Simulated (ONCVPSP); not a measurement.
## Transferability test, ONCV potential for Al

| Property | Result |
| --- | --- |
| Element | aluminium (Al) |
| Generator | ONCVPSP 4.0.1 |
| Type | optimised norm-conserving Vanderbilt (ONCV) |
| Functional | PBEsol |
| Relativity | scalar-relativistic |
| Frozen core | [Ne] |
| Valence charge | 3 |
| Reference configuration | 3s2 3p0.5 (charge +0.5) |
| Partial waves | 3s: rc 1.80 bohr, ncon 4, nbas 7, qcut 2.8 1/bohr, 1 projector; 3p: rc 3.72 bohr, ncon 4, nbas 7, qcut 3 1/bohr, 1 projector |
| Local potential | polynomial inside 1.55 bohr (lpopt 5, dvloc0 -1 Ha) |
| Core correction | polynomial model core, fcfact 0.5 |

Energies are relative to the spin-unpolarised reference configuration 3s2 3p0.5; without spin polarisation the order of configurations can differ from experiment.

| valence configuration | charge | ΔE all-electron (eV) | error AE − PS (meV) |
| --- | --- | --- | --- |
| 3s2 3p1 | 0 | -2.074 | +0.5 |
| 3s1 3p0 | +2 | 22.833 | +24 |
| 3s0 3p3 | 0 | 8.332 | +6.6 |

(1) What are ΔE and the potential's error for 3s2 3p0?

Levels in the configuration 3s2 3p0:

```
level  all-electron (eV)  pseudo (eV)
   3s            -14.774      -14.768
```

Note: no bound ghost flagged; GHOST(+) flagged for s at 13.5 eV.

Results:

(1) ΔE = 3.663 eV all-electron; the error (AE − PS) is +0.4 meV.
